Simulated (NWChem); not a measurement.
Si₂H₃F, singlet; SMILES F[Si][SiH3]

```xyz
6

Si     0.4533    -0.9099    -0.5251
F     -0.5537    -1.4629     0.6752
Si    -0.0862     1.4492    -0.1232
H      0.2530     1.8017     1.3071
H     -1.5739     1.6565    -0.2923
H      0.6320     2.4166    -1.0312
```
Atoms are numbered in this order, from 1.

Level: PBE-D3(BJ)/def2-SVP (NWChem), optimised geometry, unscaled harmonic frequencies. Low-valent species are run as closed-shell singlets; no triplet was tried in these runs.

```csv
frequency (cm⁻¹),IR intensity (km/mol)
67,0.2
147,3.6
303,22.5
365,29.7
456,35.3
793,161.0
818,68.4
884,32.1
897,24.4
2116,42.7
2132,78.7
2147,95.9
```

```json
{
  "zero_point_energy": "15.9 kcal/mol",
  "thermal correction to the enthalpy at 298.15 K (with zero-point energy)": "20.0 kcal/mol",
  "heat capacity Cv": "16.7 cal/(mol K)",
  "entropy at 298.15 K and 1 atm (symmetry number 1)": "74.9 cal/(mol K)",
  "dipole_moment": "0.81 D"
}
```

Rigid rotor and harmonic oscillator; modes under 100 cm⁻¹ make the entropy uncertain.
